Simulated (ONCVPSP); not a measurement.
What one change does to a pseudopotential (Rb (Z = 37), ONCV)

| Property | Result |
| --- | --- |
| Element | rubidium (Rb) |
| Generator | ONCVPSP 4.0.1 |
| Type | optimised norm-conserving Vanderbilt (ONCV) |
| Functional | PBEsol |
| Relativity | scalar-relativistic |
| Frozen core | [Ar] 3d10 |
| Valence charge | 9 |
| Reference configuration | 4s2 4p6 5p1 |
| Partial waves | 4s: rc 2.40 bohr, ncon 3, nbas 6, qcut 6.3 1/bohr, 2 projectors, debl 1.8 Ha; 4p+5p: rc 3.30 bohr, ncon 3, nbas 6, qcut 4.3 1/bohr, 2 projectors; d scattering state at 0.43 Ha: rc 2.65 bohr, ncon 3, nbas 7, qcut 3.7 1/bohr, 2 projectors, debl 3.7 Ha |
| Local potential | polynomial inside 2.20 bohr (lpopt 4, dvloc0 3 Ha) |
| Core correction | Teter function, fcfact 4.25, rcfact 1.6 |

All-electron outer shells of the reference configuration (PBEsol, scalar-relativistic, ld1.x):

```tsv
shell	level (eV)	outermost node (bohr)	outermost maximum (bohr)
4s	-33.37	0.62	1.25
4p	-17.41	0.64	1.42
5p	-1.33	2.18	6.37
```

Change: local potential polynomial inside 2.20 bohr (lpopt 4, dvloc0 -0.5 Ha).

Cutoffs: the cutoffs (Ha) at which the residual kinetic energy of the hardest occupied pseudo-wave falls to 1 and 0.1 mHa per electron; they do not see the model core or the augmentation charge, which bear on the density cutoff. Errors are all-electron minus pseudo energies relative to the spin-unpolarised reference configuration.

Q: What does the change do?

A: The potential gets neither clearly harder nor softer (9.7 Ha and 12 Ha → 9.7 Ha and 12 Ha); of the 4 tests that both files solve, the error grows in 2 and shrinks in 1 by more than 15 % and 0.3 meV (median size 0.2 → 0.9 meV); neither file shows a bound ghost.

| quantity | base | changed |
| --- | --- | --- |
| cutoff, loose | 9.7 Ha | 9.7 Ha |
| cutoff, tight | 12 Ha | 12 Ha |
| bound ghosts | none | none |
| GHOST(+) flags under 300 eV | none | none |
| error for 4s2 4p6 5s1 5p0, meV [ΔE -1.49 eV] | -0.3 | +1.0 |
| error for 4s2 4p6 5p0, meV [ΔE 2.58 eV] | -0.2 | -0.2 |
| error for 4s2 4p6 5s0.5 5p0, meV [ΔE 0.07 eV] | 0.0 | +0.8 |
| error for 4s2 4p6 4d1 5p0, meV [ΔE 0.72 eV] | -17 | -10 |
| s: phases at 2.43 bohr within 0.05 rad from the reference energy up to (Ha; the scan ends near 5) | 4.3 | 3.5 |
| p: phases at 3.34 bohr within 0.05 rad from the reference energy up to (Ha; the scan ends near 5) | 2.2 | 1.9 |
| d: phases at 2.70 bohr within 0.05 rad from the reference energy up to (Ha; the scan ends near 5) | 1.3 | 1.4 |
| rms error of d²Exc/dni dnj with the model core, mHa | 2.85 | 2.85 |

Base: The cutoffs count occupied waves only; projector 2 of the d channel, the hardest unoccupied one, needs 35 Ha at the loose tolerance. Changed file: The cutoffs count occupied waves only; projector 2 of the d channel, the hardest unoccupied one, needs 35 Ha at the loose tolerance.
